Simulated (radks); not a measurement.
Neutral cadmium inside a hard spherical wall (all orbitals vanish at R), configuration held at [Kr] 4d10 5s2 and not refilled when levels cross. Method: scalar-relativistic Kohn-Sham, r2SCAN, spin-polarised, spherical densities, finite nucleus; meta-GGA in the generalised Kohn-Sham scheme; Fermi nuclear charge, rms radius 4.6087 fm; computed with a radial shooting solver on a logarithmic mesh with Libxc functionals. Eigenvalues in eV for spin up, with the zero of energy where the potential of the charges vanishes at infinity; a dash marks a level that is unbound or too diffuse for the functional's potential to be trusted. A positive occupied level is held by the wall or, in an anion where self-interaction has pushed it up, behind a barrier. The pressure on the wall is -dE/dV.

R (bohr)  E (hartree)  kinetic (hartree)    e(4s)    e(4p)    e(4d)   e(5s)  e(5p, empty)  e(6s, empty)  pressure (GPa)
free      -5595.30391           5822.362  -108.92  -69.057  -12.195  -5.849        -0.780             -               0
20        -5595.30391           5822.362  -108.92  -69.057  -12.195  -5.849        -0.780             -        < 0.0001
12        -5595.30390           5822.362  -108.92  -69.056  -12.193  -5.848        -0.770         2.999        0.000239
10        -5595.30376           5822.364  -108.91  -69.043  -12.181  -5.838        -0.725         3.686         0.00457
8         -5595.30196           5822.380  -108.80  -68.939  -12.079  -5.746        -0.467         5.707          0.0900
5         -5595.21963           5822.830  -107.07  -67.202  -10.425  -3.703         3.218        22.018            10.2
3.5       -5594.61723           5825.450  -101.23  -61.512   -5.050   5.425        16.169        65.365             206
2.5       -5591.34073           5838.385  -84.915  -45.800   11.198  39.710        58.588        179.13            2970
2         -5583.45914           5867.620  -61.811  -22.571   37.631  103.30        130.70        343.73           16600
1.5       -5550.69174           5975.369    1.208   45.089   116.03  304.18        343.52        776.54          136000
